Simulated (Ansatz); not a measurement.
Relaxation of CH$_{6}$OSi$_{2}$ (10 atoms, charge 0, multiplicity 1), to a largest force component of 0.02 eV/Å in at most 50 steps.

Method: Ansatz, RKS r2SCAN-D4/STO-3G.

```xyz
10
Properties=species:S:1:pos:R:3
C -0.786 0.529 -0.264
Si -0.382 -1.223 0.079
O 1.183 -0.862 -0.260
Si 1.081 0.766 0.079
H -1.122 0.771 -1.325
H -1.513 1.065 0.432
H -0.535 -1.621 1.501
H -0.893 -2.163 -0.909
H 1.326 1.079 1.543
H 1.724 1.606 -0.874
```

Question: Where does it end, and by what steps?

Answer: The run converged. The force dipped under the threshold on the way, but the program's further checks kept it going. Limits of this set-up: minimal basis. After 9 steps the energy has fallen by 0.756 eV; H7 moved furthest, 0.59 Å.

| step | energy less start (eV) | largest force component (eV/Å) | accepted |
| --- | --- | --- | --- |
| 0 | 0.0000 | 4.019 | yes |
| 1 | -0.6150 | 1.418 | yes |
| 2 | -0.7056 | 0.452 | yes |
| 3 | -0.7427 | 0.195 | yes |
| 4 | -0.6554 | 0.675 | no |
| 5 | -0.7541 | 0.040 | yes |
| 6 | -0.7557 | 0.011 | yes |
| 7 | -0.7561 | 0.030 | yes |
| 8 | -0.7562 | 0.024 | yes |
| 9 | -0.7563 | 0.003 | yes |

```xyz
10
Properties=species:S:1:pos:R:3
C -0.806 0.565 -0.142
Si -0.402 -1.269 0.049
O 1.294 -0.905 0.222
Si 1.053 0.814 0.062
H -1.215 0.857 -1.113
H -1.428 0.994 0.648
H -0.958 -1.926 1.221
H -0.682 -2.109 -1.105
H 1.472 1.553 1.244
H 1.753 1.376 -1.083
```

Time of the run: 37 s on 1 thread of Arm Neoverse V1, with other jobs on the host, peak memory 0.14 GiB.
